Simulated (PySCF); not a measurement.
**[Dy(CH3)2]+ at several levels of theory**

Computed with PySCF 2.14.0 (density fitting, no spin-orbit coupling) at the geometry relaxed with PBE0:

```xyz
9
[Dy(CH3)2]+ (singlet in the valence; each metal's 4f electrons, 9 of them, lie in its core potential, out of spins and levels)
Dy    0.0000    0.0000   -0.2318
C     1.7227   -0.0179    1.2300
H     2.7061    0.2112    0.7782
H     1.5412    0.7195    2.0354
H     1.8109   -1.0025    1.7297
C    -1.7227    0.0179    1.2300
H    -2.7061   -0.2112    0.7782
H    -1.5412   -0.7195    2.0354
H    -1.8109    1.0025    1.7297
```

| level | basis | state | HOMO (eV) | gap (eV) | charge on Dy1 (e) | population of f-type functions on Dy1 (polarisation alone where 4f lies in the core) | dipole about the centre of mass (D) | largest force component (eV/Å) |
| --- | --- | --- | --- | --- | --- | --- | --- | --- |
| PBE0 | Dy lcecp-1-SVP with ECP55, C def2-SVP, H def2-SVP | singlet | -11.72 | 4.62 | 1.25 | 0.03 | 3.55 | 0.01 |
| revPBE | the same | singlet | -10.52 | 2.71 | 1.14 | 0.02 | 2.99 | 0.31 |
| B3LYP | the same | singlet | -11.50 | 4.00 | 1.19 | 0.03 | 3.39 | 0.33 |

In the lcecp rows the 4f levels are missing from HOMO and gap, and the state counts the valence alone.

Charges are Mulliken's, which hang on the basis. The relaxation used the grid (50, 194), these runs (75, 302) or, all-electron (x2c bases, spin-free X2C Hamiltonian), (99, 590).

**Question.** What does PBE0 with Dy lcecp-1-TZVP with ECP55, C def2-TZVP, H def2-TZVP give here?

**Answer.** state singlet, HOMO (eV) -11.67, gap (eV) 4.59, charge on Dy1 (e) 1.53, population of f-type functions on Dy1 (polarisation alone where 4f lies in the core) 0.02, dipole about the centre of mass (D) 3.68, largest force component (eV/Å) 0.26. Time: 20 s on 2 threads of Intel(R) Xeon(R) Platinum 8259CL CPU @ 2.50GHz (Skylake/Cascade Lake), on a shared host, from free ions and atoms.

In the first row's basis the gap widens with exact exchange: 2.7 eV for revPBE (none); 4.0 to 4.6 eV for B3LYP, PBE0 (a fixed share).

An lcecp potential fixes the number of 4f electrons, so in runs with it no electron can move into or out of that shell.
